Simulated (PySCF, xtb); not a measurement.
SnBr, SMILES [Sn][Br] (connectivity only; charge and spin as stated), neutral, multiplicity 2.

Harmonic wavenumbers (cm⁻¹) from GFN2-xTB in xtb at its own minimum, in rising order: 243.

**Question.** What does B3LYP-D3(BJ)/def2-TZVP run with PySCF give at its own minimum? (The exact figures need the calculation; the answer reports its results.)

**Answer.** 233. Paired by order, the mean absolute difference is 10 cm⁻¹ and the zero-point energies are 0.3 and 0.3 kcal/mol.
